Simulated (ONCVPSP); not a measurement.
# Before and after: ONCV potential for tantalum

tantalum (Ta), optimised norm-conserving Vanderbilt (ONCV), made with ONCVPSP 4.0.1 (PBE, scalar-relativistic). Core [Kr] 4d10 4f14, reference 5s2 5p6 5d3 (charge +2). Waves: 5s: rc 1.65 bohr, ncon 4, nbas 7, qcut 8.1 1/bohr, 2 projectors, debl 3 Ha; 5p: rc 1.85 bohr, ncon 3, nbas 8, qcut 8.6 1/bohr, 2 projectors, debl 1.7 Ha; 5d: rc 2.50 bohr, ncon 4, nbas 8, qcut 6.5 1/bohr, 2 projectors, debl 3.3 Ha. Local part: polynomial inside 1.35 bohr (lpopt 5, dvloc0 3 Ha). Core correction: Teter function, fcfact 3.25, rcfact 1.6.

In the s channel the program set the typed energies aside and used -3.254, 0.250 Ha. In the p channel the program set the typed energies aside and used -2.020, 0.250 Ha.

Change: d: rc 2.38.

Cutoffs: the cutoffs (Ha) at which the residual kinetic energy of the hardest occupied pseudo-wave falls to 1 and 0.1 mHa per electron; they do not see the model core or the augmentation charge, which bear on the density cutoff. Errors are all-electron minus pseudo energies relative to the spin-unpolarised reference configuration.

**Question.** How do hardness, ghosts and transferability respond?

**Answer.** The potential gets neither clearly harder nor softer (22 Ha and 26 Ha → 22 Ha and 26 Ha); the errors of the 4 common tests hardly move; neither file shows a bound ghost.

```tsv
quantity	base	changed
cutoff, loose	22 Ha	22 Ha
cutoff, tight	26 Ha	26 Ha
loose cutoff by channel	s 22 Ha, p 20 Ha, d 13 Ha	s 22 Ha, p 20 Ha, d 13 Ha
bound ghosts	none	none
GHOST(+) flags under 300 eV	none	none
error for 5s2 5p6 5d3 6s2, meV [ΔE -23.44 eV]	+9.7	+9.9
error for 5s2 5p6 5d3 6s1, meV [ΔE -14.97 eV]	+4.5	+4.6
error for 5s2 5p6 5d2, meV [ΔE 23.60 eV]	-28	-30
error for 5s2 5p6 5d4 6s1, meV [ΔE -21.35 eV]	+4.1	+4.3
s: phases at 1.67 bohr within 0.05 rad from the reference energy up to (Ha; the scan ends near 5)	to the end of the scan	to the end of the scan
p: phases at 1.88 bohr within 0.05 rad from the reference energy up to (Ha; the scan ends near 5)	to the end of the scan	to the end of the scan
rms error of d²Exc/dni dnj with the model core, mHa	1.32	1.32
```
